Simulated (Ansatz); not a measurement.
Molecule: CH$_{3}$Cd, net charge 1, singlet state. SMILES: [CH3][Cd+]
Structure (B3LYP-D3(BJ)/def2-TZVP (Ansatz, an electronic-structure program) minimum search):
```xyz
5

Cd    -0.2535    -0.1512    -0.2064
C      1.2957     0.7729     1.0550
H      1.7547    -0.0834     1.5369
H      0.7190     1.4180     1.7089
H      1.9194     1.2861     0.3312
```
Charge +1, spin multiplicity 1.

Parts of the frozen-core correlation energy in def2-TZVPP (Ansatz, hartree). Frozen orbitals: 5; correlated occupied orbitals by spin: 9 and 9; virtual: 115 and 115. No spin-orbit coupling. Past Kr the def2 sets carry scalar-relativistic core potentials. The restricted reference is unstable.

| term | value |
|---|---|
| reference (HF) | -206.22000 |
| MP2 opposite-spin | ___ |
| MP2 same-spin | -0.19263 |
| CCSD correlation | ___ |
| (T) | ___ |
| T1 diagnostic | 0.017 |
| largest doubles amplitude | 0.116 |

Q: Some entries are withheld; supply them.

A: 
- MP2 opposite-spin, value: -0.41698
- CCSD correlation, value: -0.59242
- (T), value: -0.02236
